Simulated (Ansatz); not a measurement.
Dissociation curve of CH (cation, charge +1), singlet.

Calculation: full CI/aug-cc-pVTZ, frozen core (Ansatz, a quantum-chemistry and plane-wave program).

Task: Relative to R = 1.14 Å, what are the energies at R = 0.98, 1.43, 2.04, 2.80 Å?

Result: 9.9 kcal/mol at 0.98 Å, 16.8 kcal/mol at 1.43 Å, 64.2 kcal/mol at 2.04 Å, 89.9 kcal/mol at 2.80 Å.

The scan ran from 0.85 to 4.54 Å; beyond the distances shown full CI changes its symmetry label.
